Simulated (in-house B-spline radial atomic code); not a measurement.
**BP86 excitations of O6+**

Method: BP86. Computed with a B-spline radial code for spherical atoms: linear response of the closed shell 1s2 with the functional's adiabatic kernel; scalar-relativistic (spin-free one-electron X2C), finite nucleus, no spin-orbit coupling, no double excitations, S, P, D and F terms only.

Command:
```bash
python run_td.py task.json out
```
Settings (radii: box in bohr, nucleus in fm):
```
Z                        8
electrons                2
configuration            1s2
hamiltonian              x2c
method                   b88,p86
box_radius               14.35
rms_radius               2.6991
intervals                72
```

Run time, properties included: 0.1 s on 1 thread of Intel(R) Xeon(R) Platinum 8488C (Sapphire Rapids) (shared host).

The lowest states, in the order of their Tamm-Dancoff energies; the method's threshold (minus the highest occupied level) is 692.87 eV. Labels give the largest channel, * marks a mixed state, and oscillator strengths are full-response dipole values. Semilocal kernels can invert the small singlet-triplet splittings of Rydberg terms. Energies in eV:

```json
{"state": "1s → 2s 3S", "full response": "544.88", "Tamm-Dancoff": "544.90", "oscillator strength": "-"}
{"state": "1s → 2s 1S", "full response": "551.85", "Tamm-Dancoff": "551.95", "oscillator strength": "-"}
{"state": "1s → 2p 3P", "full response": "553.84", "Tamm-Dancoff": "553.87", "oscillator strength": "-"}
{"state": "1s → 2p 1P", "full response": "558.34", "Tamm-Dancoff": "558.37", "oscillator strength": "0.617"}
{"state": "1s → 3s 3S", "full response": "631.63", "Tamm-Dancoff": "631.64", "oscillator strength": "-"}
{"state": "1s → 3s 1S", "full response": "633.41", "Tamm-Dancoff": "633.43", "oscillator strength": "-"}
{"state": "1s → 3p 3P", "full response": "?", "Tamm-Dancoff": "?", "oscillator strength": "-"}
{"state": "1s → 3p 1P", "full response": "635.38", "Tamm-Dancoff": "635.39", "oscillator strength": "0.131"}
{"state": "1s → 3d 1D", "full response": "?", "Tamm-Dancoff": "?", "oscillator strength": "-"}
{"state": "1s → 3d 3D", "full response": "636.23", "Tamm-Dancoff": "636.23", "oscillator strength": "-"}
```

(1) Where does 1s → 3d 1D lie?

(2) Where does 1s → 3p 3P lie?

(3) How large is the singlet-triplet splitting of 1s → 2s (S terms) in Tamm-Dancoff?

(4) What polarisabilities and dispersion coefficient does the method give?

Results:

(1) At 636.18 eV in full response, 636.18 eV in Tamm-Dancoff.

(2) At 634.19 eV in full response, 634.20 eV in Tamm-Dancoff.

(3) 7.05 eV, from the unrounded values.

(4) Dipole 0.002703 bohr³, quadrupole 0.0001709 bohr⁵, C6 0.0001331 hartree·bohr⁶ for two such species.
